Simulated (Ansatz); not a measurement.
Total energies of Cl2FHSTi (`[F][Ti]([SH])([Cl])[Cl]`).

```csv
atom,x (Å),y (Å),z (Å)
F1,0.131,-1.237,1.301
Ti2,0.292,0.183,0.316
S3,-1.291,0.077,-1.295
Cl4,-0.050,2.023,1.416
Cl5,2.268,0.217,-0.595
H6,-1.350,-1.262,-1.144
```

Charge 0, multiplicity 1. Correlated methods include outer-core shells of Ti, which these sets cover unevenly. Scalar relativity is left out up to krypton. Geometry: relaxed with PBE0-D4/def2-TZVP. It is one conformer, not always the lowest. Basis def2-TZVPP, the Gaussian-basis code of Ansatz.

RPA on PBE orbitals: Hartree–Fock energy of these orbitals -2265.15179 Eh, correlation -1.96722 Eh (frozen core).

```
             functional  energy without D4 (Eh)  D4 term (kJ/mol)
            LDA (SPW92)             -2261.86392                 –
                    PBE             -2268.00739             -21.2
                 revPBE             -2268.48864             -48.5
                   BLYP             -2268.88346             -44.3
                 r2SCAN             -2268.71033              -4.9
                 B97M-V             -2268.27075                 –
                   PBE0             -2268.10659             -18.4
                  B3LYP             -2268.91242             -34.8
                r2SCANh             -2268.67915              -5.4
                r2SCAN0             -2268.63544              -6.1
HSE06 (plane-wave form)             -2268.07208             -17.5
                  BHLYP             -2268.75550             -31.8
              CAM-B3LYP             -2268.88722             -19.4
                LC-ωPBE             -2268.22807                 –
                ωB97X-V             -2268.48024                 –
                ωB97M-V             -2268.68906                 –
                 B2PLYP             -2268.25353                 –
               PBE-QIDH             -2267.72794                 –
```

B3LYP takes the VWN-RPA correlation (the form of Gaussian; ORCA's B3LYP/G). HSE06 is the plane-wave form, built on full-range PBE exchange. The double hybrids freeze the cores in their second-order part.

LC-ωPBE has ω = 0.4 bohr⁻¹.
